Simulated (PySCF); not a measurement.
Correlation energy of Kr (krypton, neutral)

[Kr], closed-shell 1S. Computed with PySCF 2.14 in cc-pVDZ-PP with ECP10MDF (4s3p2d, 23 functions), with a scalar-relativistic core potential. Frozen: 3s2 3p6 3d10; 8 electrons correlated.

MP2 pair energies summed by pair of shells (mhartree):

| pair | energy | share (%) |
| --- | --- | --- |
| 4p-4p | -94.86 | 80.6 |
| 4s-4p | -17.85 | 15.2 |
| 4s-4s | -5.01 | 4.3 |

Total MP2 correlation energy: -117.72 mhartree.

Same-spin part -32.97 and opposite-spin part -84.75 mhartree; SCS-MP2 scales them by 1/3 and 6/5 to -112.69 mhartree.

| level | correlation energy (mhartree) |
| --- | --- |
| CCSD | -127.38 |
| (T) | -0.90 |
| CCSD(T) | -128.28 |

Diagnostics: T1 = 0.0020, D1 = 0.0044, largest double amplitude 0.045.

Cost of the coupled-cluster step: 0.04 s of wall time on 1 thread of Neoverse-V1 (shared host), for 8 correlated electrons.

Iterations:

```
CC2 = 0
CCSD nocc = 4, nmo = 14
frozen orbitals [0, 1, 2, 3, 4, 5, 6, 7, 8]
max_cycle = 100
direct = 0
conv_tol = 1e-08
conv_tol_normt = 1e-06
diis_space = 8
diis_start_cycle = 0
Init t2, MP2 energy = -462.297186192801  E_corr(MP2) -0.117719487052541
Init E_corr(CCSD) = -0.11771948706213
cycle = 1  E_corr(CCSD) = -0.126067248303388  dE = -0.00834776124  norm(t1,t2) = 0.0172172
cycle = 2  E_corr(CCSD) = -0.127065023991284  dE = -0.000997775688  norm(t1,t2) = 0.00388034
cycle = 3  E_corr(CCSD) = -0.127379168148249  dE = -0.000314144157  norm(t1,t2) = 0.00114723
cycle = 4  E_corr(CCSD) = -0.127378605810605  dE = 5.62337645e-07  norm(t1,t2) = 5.19083e-05
cycle = 5  E_corr(CCSD) = -0.127378427755951  dE = 1.78054654e-07  norm(t1,t2) = 7.44e-06
cycle = 6  E_corr(CCSD) = -0.127378437503021  dE = -9.74707026e-09  norm(t1,t2) = 9.73316e-07
CCSD converged
E(CCSD) = -462.3068451432515  E_corr = -0.1273784375030209
CCSD(T) correction = -0.000904481846370077
```
